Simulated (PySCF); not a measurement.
Al(Me)2(NH2) (C₂H₈AlN), SMILES [CH3][Al]([CH3])[NH2].

Coordinates come from a B3LYP-D3(BJ)/def2-SVP optimisation. The structure was generated by enumeration; whether it is a known compound was not checked. One conformer was computed; it need not be the lowest.

Level of theory: PBE/def2-TZVP in PySCF.

Gas-phase values at a fixed geometry.

```json
{
  "total_energy": "-377.99842 hartree",
  "point_group": "C2v",
  "highest_occupied_level": "-5.80 eV",
  "lowest_empty_level": "-0.42 eV",
  "orbital_gap": "5.37 eV",
  "dipole_moment": "0.72 D",
  "quadrupole, principal values (traceless, Buckingham form, about the centre of nuclear charge)": "-2.53, 0.05, 2.48 D·Å",
  "mean_static_polarisability": "61.5 bohr³ (9.12 Å³)",
  "polarisability_principal_values": "51.9, 65.8, 66.9 bohr³"
}
```
